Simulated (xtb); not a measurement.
xtb input (GFN2-xTB):

```bash
xtb mol.xyz --gfn 2 --sp --chrg -1 --uhf 0
```
mol.xyz:
```
2

Al    -0.00000000    -0.00000000    -0.61996352
O      0.00000000     0.00000000     1.00744073
```

Output:

```
           -------------------------------------------------
          |                Calculation Setup                |
           -------------------------------------------------

           -------------------------------------------------
          |                 G F N 2 - x T B                 |
           -------------------------------------------------

        Reference                      10.1021/acs.jctc.8b01176
      * Hamiltonian:
        H0-scaling (s, p, d)           1.850000    2.230000    2.230000
        zeta-weighting                 0.500000
      * Dispersion:
        s8                             2.700000
        a1                             0.520000
        a2                             5.000000
        s9                             5.000000
      * Repulsion:
        kExp                           1.500000    1.000000
        rExp                           1.000000
      * Coulomb:
        alpha                          2.000000
        third order                    shell-resolved
        anisotropic                    true
        a3                             3.000000
        a5                             4.000000
        cn-shift                       1.200000
        cn-exp                         4.000000
        max-rad                        5.000000

          ...................................................
          :                      SETUP                      :
          :.................................................:
          :  # basis functions                  14          :
          :  # atomic orbitals                  13          :
          :  # shells                            5          :
          :  # electrons                        10          :
          :  max. iterations                   250          :
          :  Hamiltonian                  GFN2-xTB          :
          :  restarted?                      false          :
          :  GBSA solvation                  false          :
          :  PC potential                    false          :
          :  electronic temp.          300.0000000     K    :
          :  accuracy                    1.0000000          :
          :  -> integral cutoff          0.2500000E+02      :
          :  -> integral neglect         0.1000000E-07      :
          :  -> SCF convergence          0.1000000E-05 Eh   :
          :  -> wf. convergence          0.1000000E-03 e    :
          :  Broyden damping             0.4000000          :
          :  net charge                         -1          :
          :  unpaired electrons                  0          :
          ...................................................

 iter      E             dE          RMSdq      gap      omega  full diag
   1     -5.3051774 -0.530518E+01  0.355E+01    2.66       0.0  T
   2     -5.3085252 -0.334780E-02  0.223E+01    2.88       1.0  T
   3     -5.2619853  0.465399E-01  0.931E+00    2.77       1.0  T
   4     -5.3145268 -0.525416E-01  0.611E-01    3.06       1.0  T
   5     -5.3145708 -0.439799E-04  0.462E-01    3.05       1.0  T
   6     -5.3145743 -0.349606E-05  0.306E-01    3.04       1.0  T
   7     -5.3145844 -0.100653E-04  0.555E-02    3.04       1.3  T
   8     -5.3145861 -0.175426E-05  0.365E-03    3.04      19.4  T
   9     -5.3145861  0.139043E-07  0.535E-03    3.04      13.2  T
  10     -5.3145861 -0.163951E-07  0.198E-04    3.04     357.0  T
  11     -5.3145861 -0.388134E-11  0.112E-04    3.04     629.6  T

   *** convergence criteria satisfied after 11 iterations ***

         #    Occupation            Energy/Eh            Energy/eV
      -------------------------------------------------------------
         1        2.0000           -0.3068168              -8.3489
         2        2.0000           -0.1094445              -2.9781
         3        2.0000           -0.0999815              -2.7206
         4        2.0000           -0.0999815              -2.7206
         5        2.0000           -0.0076672              -0.2086 (HOMO)
         6                          0.1038965               2.8272 (LUMO)
         7                          0.1038965               2.8272
         8                          0.1753207               4.7707
         9                          0.2050477               5.5796
        10                          0.2050477               5.5796
       ...                                ...                  ...
        13                          0.9371478              25.5011
      -------------------------------------------------------------
                  HL-Gap            0.1115637 Eh            3.0358 eV
             Fermi-level            0.0481147 Eh            1.3093 eV

 SCC (total)                   0 d,  0 h,  0 min,  0.002 sec
 SCC setup                      ...        0 min,  0.000 sec ( 13.644%)
 Dispersion                     ...        0 min,  0.000 sec (  1.585%)
 classical contributions        ...        0 min,  0.000 sec (  0.835%)
 integral evaluation            ...        0 min,  0.000 sec ( 13.014%)
 iterations                     ...        0 min,  0.001 sec ( 54.758%)
 molecular gradient             ...        0 min,  0.000 sec ( 10.508%)
 printout                       ...        0 min,  0.000 sec (  5.229%)

         :::::::::::::::::::::::::::::::::::::::::::::::::::::
         ::                     SUMMARY                     ::
         :::::::::::::::::::::::::::::::::::::::::::::::::::::
         :: total energy              -5.294671373595 Eh    ::
         :: gradient norm              0.011672293449 Eh/a0 ::
         :: HOMO-LUMO gap              3.035803856900 eV    ::
         ::.................................................::
         :: SCC energy                -5.314586134155 Eh    ::
         :: -> isotropic ES            0.225113763196 Eh    ::
         :: -> anisotropic ES          0.011663446556 Eh    ::
         :: -> anisotropic XC         -0.007102421894 Eh    ::
         :: -> dispersion             -0.000669266847 Eh    ::
         :: repulsion energy           0.019914760560 Eh    ::
         :: add. restraining           0.000000000000 Eh    ::
         :: total charge              -1.000000000000 e     ::
         :::::::::::::::::::::::::::::::::::::::::::::::::::::

           -------------------------------------------------
          |                Property Printout                |
           -------------------------------------------------

    * Orbital Energies and Occupations

         #    Occupation            Energy/Eh            Energy/eV
      -------------------------------------------------------------
         1        2.0000           -0.3068168              -8.3489
         2        2.0000           -0.1094445              -2.9781
         3        2.0000           -0.0999815              -2.7206
         4        2.0000           -0.0999815              -2.7206
         5        2.0000           -0.0076672              -0.2086 (HOMO)
         6                          0.1038965               2.8272 (LUMO)
         7                          0.1038965               2.8272
         8                          0.1753207               4.7707
         9                          0.2050477               5.5796
        10                          0.2050477               5.5796
        11                          0.3458924               9.4122
        12                          0.3458924               9.4122
        13                          0.9371478              25.5011
      -------------------------------------------------------------
                  HL-Gap            0.1115637 Eh            3.0358 eV
             Fermi-level            0.0481147 Eh            1.3093 eV

     #   Z          covCN         q      C6AA      α(0)
Note: The following floating-point exceptions are signalling: IEEE_DENORMAL
normal termination of xtb
     1  13 Al       0.735    -0.267   426.104    53.821
     2   8 O        0.735    -0.733    29.720     7.306

 Mol. C6AA /au·bohr⁶  :        638.753410
 Mol. C8AA /au·bohr⁸  :      49482.955288
 Mol. α(0) /au        :         61.126382

Wiberg/Mayer (AO) data.
largest (>0.10) Wiberg bond orders for each atom

 ---------------------------------------------------------------------------
     #   Z sym  total        # sym  WBO       # sym  WBO       # sym  WBO
 ---------------------------------------------------------------------------
     1  13 Al   2.087 --     2 O    2.087
     2   8 O    2.087 --     1 Al   2.087
 ---------------------------------------------------------------------------

Topologies differ in total number of bonds
Writing topology from bond orders to xtbtopo.mol

molecular dipole:
                 x           y           z       tot (Debye)
 q only:        0.000       0.000      -1.084
   full:       -0.000       0.000      -0.979       2.487
molecular quadrupole (traceless):
                xx          xy          yy          xz          yz          zz
 q only:        1.512       0.000       1.512       0.000       0.000      -3.024
  q+dip:        1.321       0.000       1.321       0.000      -0.000      -2.642
   full:        3.589       0.000       3.589       0.000      -0.000      -7.179

           -------------------------------------------------
          | TOTAL ENERGY               -5.294671373595 Eh   |
          | GRADIENT NORM               0.011672293449 Eh/α |
          | HOMO-LUMO GAP               3.035803856900 eV   |
           -------------------------------------------------

------------------------------------------------------------------------
------------------------------------------------------------------------
 total:
 SCF:
```

This state (charge -1, singlet) is run at the relaxed geometry of the species with charge 0 and multiplicity 2.
